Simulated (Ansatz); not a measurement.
Abridged output of a molecular run in Ansatz:

```
Functional definition: HF
1105 factors; integrals over basis functions are off by at most 1.1e-3 eV
mean field evaluation 1: about -11253.1483 eV, gradient 5.0e1 eV
mean field evaluation 2: about -11253.2678 eV, gradient 5.0e1 eV
mean field evaluation 4: about -11257.6581 eV, gradient 2.5e0 eV
mean field evaluation 8: about -11257.7001 eV, gradient 3.1e-1 eV
mean field -11257.70047860 eV, -413.7128618450 hartree, gradient 3.2e-6 eV, S^2 0.000000; 0 other end points of the search recorded, 0 dependent functions left out
4 core orbitals not correlated: weight in the atoms' cores, before any rotation towards them, 1.000 or more for the frozen orbitals, at most 0.000 for the correlated occupied ones
reference -11257.70047860 eV, -413.7128618450 hartree; 15, 15 occupied and 148, 148 virtual orbitals, 1105 factors
second order -23.63055666 eV of doubles, -0.00000000 eV of singles
cycle   1  -23.55072104 eV  change    8.0e-2 eV  update   1.0e-1
cycle   2  -23.97408559 eV  change   -4.2e-1 eV  update   3.1e-2
cycle   3  -24.09737127 eV  change   -1.2e-1 eV  update   1.6e-2
cycle   4  -24.08742783 eV  change    9.9e-3 eV  update   4.1e-3
cycle   5  -24.08401029 eV  change    3.4e-3 eV  update   1.8e-3
cycle   6  -24.08483073 eV  change   -8.2e-4 eV  update   6.3e-4
cycle   7  -24.08475413 eV  change    7.7e-5 eV  update   2.0e-4
cycle   8  -24.08463115 eV  change    1.2e-4 eV  update   6.6e-5
cycle   9  -24.08462897 eV  change    2.2e-6 eV  update   2.2e-5
perturbative correction -0.66022735 eV, -0.0242629076 hartree
Total energy: -11282.44533491 eV, -414.6222185419 hartree
```

Its atoms:

```xyz
7

C     0.625   -0.543   -0.822
O    -0.114    0.097    0.148
Mg   -1.051    0.913    1.382
F    -1.988    1.728    2.616
H     1.548   -0.975   -0.410
H     0.061   -1.365   -1.286
H     0.919    0.144   -1.628
```

Q: Which basis set was used?
A. def2-TZVPPD
B. def2-SVP
C. cc-pV(D+d)Z
D. def2-TZVPP

A: D. It gives 167 functions.

Q: Write the keys of the input that set method, charge and spin (a neutral closed shell needs none for the last two).

A: 
```yaml
correlation: {method: ccsd_t}
```
